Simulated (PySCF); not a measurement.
Sn(F)2(Cl)(NH2) (ClF2H2NSn), SMILES [Cl][Sn]([NH2])([F])[F].

Coordinates come from a B3LYP-D3(BJ)/def2-SVP optimisation. The structure was generated by enumeration; whether it is a known compound was not checked. The def2 effective core potentials stand for the cores of Sn; spin–orbit coupling is left out. The values are those of a single conformer.

Method: B3LYP-D3(BJ)/def2-SVP in PySCF.

Frequencies are harmonic and unscaled.

A small imaginary wavenumber (i) marks a very flat motion, where grid noise or a shallow saddle decides the sign.

Q: Estimate the vibrational spectrum. (An estimate is asked for; the answer gives what the named calculation found.)

A: 
| mode | ν (cm⁻¹) | IR (km/mol) | moving atoms (share of kinetic energy) |
|---|---|---|---|
| 1 | 15i | 30.3 | H 67 %, N 17 %, F 13 % |
| 2 | 124 | 0.6 | N 37 %, F 28 %, Cl 24 % |
| 3 | 142 | 13.5 | F 44 %, Cl 28 %, Sn 19 % |
| 4 | 153 | 2.1 | H 40 %, F 35 %, N 20 % |
| 5 | 168 | 18.1 | F 68 %, Sn 20 % |
| 6 | 179 | 50.6 | F 58 %, Sn 17 %, N 13 % |
| 7 | 389 | 38.1 | Cl 77 %, Sn 20 % |
| 8 | 544 | 68.6 | N 67 %, H 23 % |
| 9 | 638 | 84.3 | F 84 %, Sn 12 % |
| 10 | 652 | 64.6 | F 83 %, Sn 17 % |
| 11 | 675 | 62.1 | H 67 %, N 27 % |
| 12 | 894 | 15.1 | H 90 %, N 9 % |
| 13 | 1528 | 7.8 | H 92 % |
| 14 | 3485 | 31.3 | H 96 % |
| 15 | 3585 | 31.7 | H 91 %, N 9 % |
